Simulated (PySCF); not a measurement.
C5H7N, SMILES C#C/C=N/CC.

Geometry: B3LYP-D3(BJ)/def2-SVP. The structure was generated by enumeration; whether it is a known compound was not checked. Other conformers were not sampled.

The numbers are results of PySCF 2.14.0 with TDA-PBE/def2-SVPD, not measurements.

Vertical excitations. Gas-phase values at a fixed geometry.

Computed UV-visible absorptions:
| state | energy (eV) | λ (nm) | f | main pairs |
|---|---|---|---|---|
| S1 | 4.08 | 304 | 0.002 | HOMO→LUMO 99 % |
| S2 | 4.77 | 260 | 0.000 | HOMO−2→LUMO 100 % |
| S3 | 5.57 | 222 | 0.347 | HOMO−1→LUMO 70 %, HOMO−2→LUMO+1 12 % |
| S4 | 5.86 | 212 | 0.028 | HOMO→LUMO+1 90 % |
| S5 | 6.16 | 201 | 0.002 | HOMO−3→LUMO 80 %, HOMO−4→LUMO 18 % |
| S6 | 6.32 | 196 | 0.000 | HOMO−1→LUMO+1 99 % |
| S7 | 6.53 | 190 | 0.012 | HOMO→LUMO+2 95 % |
| S8 | 6.75 | 184 | 0.044 | HOMO−4→LUMO 42 %, HOMO−5→LUMO 28 %, HOMO→LUMO+3 12 %, HOMO−3→LUMO 8 % |
| S9 | 6.85 | 181 | 0.020 | HOMO→LUMO+3 84 % |
| S10 | 7.00 | 177 | 0.069 | HOMO−1→LUMO+2 74 %, HOMO−5→LUMO 15 % |
| T1 | 3.37 | 368 | 0 | HOMO→LUMO 99 % |
| T2 | 3.59 | 345 | 0 | HOMO−1→LUMO 98 % |
| T3 | 4.48 | 277 | 0 | HOMO−2→LUMO 97 % |
| T4 | 5.46 | 227 | 0 | HOMO−2→LUMO+1 32 %, HOMO−3→LUMO 32 %, HOMO−4→LUMO 24 % |
Triplets are in the Tamm–Dancoff approximation.
